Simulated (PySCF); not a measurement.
Job file and geometry (Å, from PBE0-D3(BJ)/def2-SVP) of an NMR shielding run on `C[Si](C)(C)[Se][Si](C)(C)C`, C$_{6}$H$_{18}$SeSi$_{2}$, GIAO B3LYP/pcSseg-1 NMR shielding, non-relativistic, gas phase (PySCF 2.14.0, density-fitted response routines); density fitting, a coarse starting grid and PySCF grid level 2 are the driver's defaults:

```
{"job": {"kind": "nmr", "xc": "B3LYP", "basis": "pcSseg-1", "pop": false}, "charge": 0, "multiplicity": 1}
C      1.694041     0.663043    -1.377882
Si     1.762519     0.126885     0.423207
C      2.068253    -1.723748     0.537696
C      3.144660     1.046030     1.301691
Se    -0.141045     0.703389     1.580496
Si    -1.814084     0.115399     0.117188
C     -3.364772     0.094917     1.176964
C     -1.993789     1.405559    -1.237485
C     -1.532394    -1.584985    -0.634969
H      1.483551     1.740081    -1.459554
H      2.667312     0.464885    -1.856498
H      0.925611     0.118078    -1.946271
H      1.262938    -2.302676     0.062825
H      2.132282    -2.035765     1.591243
H      3.017800    -1.985238     0.041560
H      4.115287     0.805987     0.837118
H      2.994984     2.134909     1.245076
H      3.196544     0.763176     2.364308
H     -4.244675    -0.158529     0.563169
H     -3.541205     1.080108     1.635606
H     -3.281278    -0.647468     1.985140
H     -1.094261     1.467620    -1.866753
H     -2.850872     1.160777    -1.886676
H     -2.166916     2.399346    -0.797189
H     -0.644619    -1.610808    -1.284384
H     -1.405074    -2.344386     0.151320
H     -2.404109    -1.866150    -1.248586
```

**Question.** What does the program print?

**Answer.** 
```
coarse grid: 95736 points
cycle   1  E = -3219.7691147035  dE = -7.061e-01  |g| = 1.032e+00  |ddm| = 4.700e+00
cycle   2  E = -3219.7162485846  dE =  5.287e-02  |g| = 9.729e-01  |ddm| = 1.387e+00
cycle   3  E = -3219.9325155991  dE = -2.163e-01  |g| = 1.479e-01  |ddm| = 8.593e-01
cycle   4  E = -3219.9379533878  dE = -5.438e-03  |g| = 3.931e-02  |ddm| = 2.243e-01
cycle   5  E = -3219.9384577398  dE = -5.044e-04  |g| = 1.640e-02  |ddm| = 8.596e-02
cycle   6  E = -3219.9384960056  dE = -3.827e-05  |g| = 1.369e-03  |ddm| = 1.766e-02
cycle   7  E = -3219.9384962893  dE = -2.837e-07  |g| = 8.009e-04  |ddm| = 2.091e-03
final grid: 200872 points
cycle   8  E = -3219.9385419394  dE = -2.550e-07  |g| = 1.124e-03  |ddm| = 5.192e-03
cycle   9  E = -3219.9385416191  dE =  3.202e-07  |g| = 1.561e-03  |ddm| = 2.539e-03
cycle  10  E = -3219.9385422750  dE = -6.559e-07  |g| = 8.139e-05  |ddm| = 1.531e-03
cycle  11  E = -3219.9385422761  dE = -1.153e-09  |g| = 1.606e-05  |ddm| = 1.136e-04
cycle  12  E = -3219.9385422762  dE = -3.456e-11  |g| = 5.431e-06  |ddm| = 2.859e-05
converged SCF energy = -3219.9385422762

GIAO shielding tensors (ppm)
atom      isotropic    diamagn.    paramagn.     s11        s22        s33       span
  0 C      173.458     257.548     -84.090    166.158    174.155    180.061     13.903
  1 Si     311.506     883.034    -571.528    285.207    315.198    334.112     48.905
  2 C      172.524     255.874     -83.350    163.630    169.763    184.180     20.550
  3 C      174.814     253.545     -78.730    166.499    172.011    185.933     19.433
  4 Se    2147.475    3010.497    -863.022   2045.158   2072.253   2325.014    279.856
  5 Si     311.606     883.041    -571.435    284.981    316.049    333.788     48.807
  6 C      174.831     253.571     -78.740    166.529    171.949    186.015     19.486
  7 C      172.599     255.931     -83.331    163.737    169.926    184.136     20.399
  8 C      173.548     257.495     -83.947    166.208    174.022    180.414     14.205
  9 H       31.022      33.981      -2.958     27.330     29.568     36.170      8.840
 10 H       31.138      31.206      -0.068     26.652     28.161     38.602     11.950
 11 H       30.900      36.740      -5.840     26.532     30.940     35.227      8.695
 12 H       30.906      35.505      -4.599     25.590     31.243     35.884     10.294
 13 H       31.036      31.913      -0.877     27.393     28.765     36.951      9.557
 14 H       31.231      30.511       0.720     26.849     28.045     38.798     11.949
 15 H       31.284      28.884       2.400     26.761     28.313     38.777     12.016
 16 H       31.010      31.218      -0.208     26.582     29.520     36.928     10.345
 17 H       31.019      30.473       0.546     26.612     29.381     37.064     10.451
 18 H       31.279      28.853       2.426     26.749     28.280     38.808     12.060
 19 H       31.017      30.493       0.524     26.624     29.392     37.035     10.411
 20 H       31.009      31.216      -0.207     26.548     29.569     36.911     10.363
 21 H       30.898      35.575      -4.676     25.559     31.229     35.907     10.348
 22 H       31.228      30.497       0.732     26.836     28.041     38.807     11.971
 23 H       31.043      31.991      -0.949     27.392     28.800     36.935      9.543
 24 H       30.898      36.756      -5.858     26.482     30.965     35.247      8.765
 25 H       31.023      33.864      -2.842     27.378     29.465     36.225      8.848
 26 H       31.139      31.174      -0.035     26.661     28.124     38.632     11.971
```

**Question.** Turn these shieldings into chemical shifts. Scale: ¹³C (179.24 ppm) and ²⁹Si (337.86 ppm) and ¹H (31.38 ppm) vs TMS; Me2Se for ⁷⁷Se (1680.17 ppm) (reference shieldings calculated alike).

**Answer.** Averaging equivalent atoms: C 0/2/3/6/7/8: 5.6; Si 1/5: 26.3; Se 4: -467; H 9/10/11/12/13/14/15/16/17/18/19/20/21/22/23/24/25/26: 0.32 ppm. 

Relativistic effects, spin–orbit coupling among them, are left out; they matter for Se and for the light atoms bonded to it.

Size and cost of the density-fitted run: 281 basis functions, 96 s wall time on 1 thread of an Arm Neoverse V1, shared host.
